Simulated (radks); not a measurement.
Q: Species: Ge III. Configuration: [Ar] 3d10 4s1 5p1 (not the ground configuration). All-electron calculation, scalar-relativistic Kohn-Sham, BLYP, spin-polarised, spherical densities, point nucleus; open shells are filled with parallel spins first. Program: a radial shooting solver on a logarithmic mesh with Libxc functionals. Some entries of the table are withheld. Estimate them.

orbital,occ.,eigenvalue (eV),<r> (bohr)
1s up,1,-10992.20,0.04700
1s down,1,-10992.10,0.04700
2s up,1,-1399.659,0.2100
2s down,1,-1399.609,0.2100
2p up,3,-1226.885,0.1837
2p down,3,-1226.824,0.1837
3s up,1,-195.8378,0.6243
3s down,1,-195.7057,0.6240
3p up,3,(1),0.6469
3p down,3,(2),0.6462
3d up,5,-56.7373,0.7289
3d down,5,-56.4630,0.7242
4s up,1,-35.2563,1.849
4s down,0,-34.1250,1.878
5p up,1,(3),5.010

A: 
(1) 3p up eigenvalue (eV): -143.0673
(2) 3p down eigenvalue (eV): -142.9100
(3) 5p up eigenvalue (eV): -10.1212
